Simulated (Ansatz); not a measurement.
Input file for `BB(CF)[SiH2]O`:

```yaml
crystal:
  periodic: [false, false, false]
  atoms:
    - {symbol: B, position_ang: [-1.550555, -1.392304, 0.469885]}
    - {symbol: B, position_ang: [-0.276922, -0.388426, 0.330461]}
    - {symbol: C, position_ang: [0.822875, -0.191085, 1.410935]}
    - {symbol: F, position_ang: [0.670129, -0.948307, 2.570215]}
    - {symbol: Si, position_ang: [-0.033801, 0.720302, -1.340237]}
    - {symbol: O, position_ang: [1.349261, 1.613415, -1.151976]}
    - {symbol: H, position_ang: [-1.506135, -2.526138, 0.081651]}
    - {symbol: H, position_ang: [-2.599650, -1.023500, 0.918829]}
    - {symbol: H, position_ang: [0.875241, 0.867834, 1.702919]}
    - {symbol: H, position_ang: [1.810926, -0.419174, 0.985477]}
    - {symbol: H, position_ang: [0.065317, -0.157936, -2.543879]}
    - {symbol: H, position_ang: [-1.212546, 1.612004, -1.553529]}
    - {symbol: H, position_ang: [1.606159, 2.198516, -1.865752]}
basis:
  gaussian: {orbitals: def2-TZVPP}
correlation: {method: ccsd_t}
```

```sh
$ ansatz run in.yaml --threads 4 --pin off --events-out ev --progress --plain --max-ram 10444MiB
```

Output of Ansatz, abridged:

```
Functional definition: HF
  name "HF"
  cite "Fock, Z. Phys. 61, 126 (1930) doi:10.1007/BF01340294"
  parent pbe
  exchange = exact_x
  correlation = 0
1761 factors; integrals over basis functions are off by at most 1.1e-3 eV
mean field evaluation 1: about -15088.1998 eV, gradient 4.3e1 eV
mean field evaluation 2: about -15088.4649 eV, gradient 4.3e1 eV
mean field evaluation 4: about -15092.9675 eV, gradient 4.7e0 eV
mean field evaluation 8: about -15093.0677 eV, gradient 3.0e-1 eV
mean field evaluation 16: about -15093.0682 eV, gradient 1.5e-6 eV
mean field -15093.06823879 eV, -554.6600273265 hartree, gradient 1.5e-6 eV, S^2 0.000000; 0 other end points of the search recorded, 0 dependent functions left out
10 core orbitals not correlated: weight in the atoms' cores, before any rotation towards them, 1.000 or more for the frozen orbitals, at most 0.000 for the correlated occupied ones
reference -15093.06823879 eV, -554.6600273265 hartree; 17, 17 occupied and 268, 268 virtual orbitals, 1761 factors
second order -26.44165834 eV of doubles, -0.00000000 eV of singles
cycle   1  -27.17198725 eV  change   -7.3e-1 eV  update   1.1e-1
cycle   2  -27.84057722 eV  change   -6.7e-1 eV  update   3.4e-2
cycle   3  -27.98703760 eV  change   -1.5e-1 eV  update   1.8e-2
cycle   4  -27.97151697 eV  change    1.6e-2 eV  update   4.9e-3
cycle   5  -27.96841769 eV  change    3.1e-3 eV  update   2.4e-3
cycle   6  -27.96933221 eV  change   -9.1e-4 eV  update   9.4e-4
cycle   7  -27.96881071 eV  change    5.2e-4 eV  update   4.1e-4
cycle   8  -27.96864152 eV  change    1.7e-4 eV  update   1.4e-4
cycle   9  -27.96872671 eV  change   -8.5e-5 eV  update   6.7e-5
cycle  10  -27.96875089 eV  change   -2.4e-5 eV  update   2.7e-5
perturbative correction -0.96793518 eV, -0.0355709618 hartree
Total energy: -15122.00492486 eV, -555.7234309254 hartree
```

It took 17 min on 4 threads of an Arm Neoverse V1 on a shared host, with 3.9 GiB of host memory at the peak.

Correlation energy per correlated electron: -0.851 eV. T1 diagnostic: 0.0130.
